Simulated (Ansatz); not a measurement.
The cluster Sc3 (the lowest doublet isomer of a short search), 3 atoms. Hardware: 4 threads of Arm Neoverse V2 on a shared host.

Question: How many basis functions does each of these Ansatz runs have, and roughly what does it cost? PBE0-D4/def2-SVP, charge 1 singlet at the geometry of the charge 0 doublet, energy with a search over starts; PBE-D4/def2-TZVP, charge 0 quartet, energy, from earlier orbitals; PBE-D4/def2-TZVP, charge 1 triplet at the geometry of the charge 0 doublet, energy, from earlier orbitals; B3LYP-D4/def2-TZVP, charge 0 sextet, energy, from earlier orbitals; r2SCAN-D4/def2-TZVP, charge 1 singlet at the geometry of the charge 0 doublet, energy, from earlier orbitals; r2SCAN-D4/def2-TZVPD, charge 0 doublet, energy, from earlier orbitals; r2SCAN-D4/def2-TZVP, charge 1 triplet at the geometry of the charge 0 doublet, energy, from earlier orbitals; r2SCAN-D4/def2-TZVPD, charge -1 triplet at the geometry of the charge 0 doublet, energy, from earlier orbitals; BHLYP-D4/def2-TZVP, charge 0 quartet, energy, from earlier orbitals; r2SCAN-D4/def2-TZVP, charge 0 doublet, relaxation, 5 steps; PBE0-D4/def2-SVP, charge 0 quartet, energy with a search over starts; PBE-D4/def2-TZVPD, charge -1 triplet at the geometry of the charge 0 doublet, energy, from earlier orbitals.

Answer: Other jobs shared the machine, so times can vary by a factor of up to 3. A dash marks memory too small to be measured apart from the calling script's.

| run | functions | fitting or Cholesky vectors | wall time | peak host memory (GiB) |
| --- | --- | --- | --- | --- |
| PBE0-D4/def2-SVP, charge 1 singlet at the geometry of the charge 0 doublet, energy with a search over starts | 93 | 1044 | 3.6 s | – |
| r2SCAN-D4/def2-TZVP, charge 1 singlet at the geometry of the charge 0 doublet, energy, from earlier orbitals | 135 | 1344 | 4.8 s | – |
| PBE-D4/def2-TZVP, charge 1 triplet at the geometry of the charge 0 doublet, energy, from earlier orbitals | 135 | 1344 | 11 s | – |
| B3LYP-D4/def2-TZVP, charge 0 sextet, energy, from earlier orbitals | 135 | 1317 | 12 s | 0.55 |
| PBE-D4/def2-TZVP, charge 0 quartet, energy, from earlier orbitals | 135 | 1344 | 18 s | – |
| PBE-D4/def2-TZVPD, charge -1 triplet at the geometry of the charge 0 doublet, energy, from earlier orbitals | 144 | 1413 | 23 s | – |
| r2SCAN-D4/def2-TZVPD, charge -1 triplet at the geometry of the charge 0 doublet, energy, from earlier orbitals | 144 | 1413 | 25 s | – |
| r2SCAN-D4/def2-TZVP, charge 1 triplet at the geometry of the charge 0 doublet, energy, from earlier orbitals | 135 | 1344 | 25 s | – |
| r2SCAN-D4/def2-TZVPD, charge 0 doublet, energy, from earlier orbitals | 144 | 1413 | 31 s | 0.56 |
| PBE0-D4/def2-SVP, charge 0 quartet, energy with a search over starts | 93 | 1044 | 46 s | – |
| r2SCAN-D4/def2-TZVP, charge 0 doublet, relaxation, 5 steps | 135 | 1344 | 59 s | – |
| BHLYP-D4/def2-TZVP, charge 0 quartet, energy, from earlier orbitals | 135 | 1317 | 65 s | 0.69 |
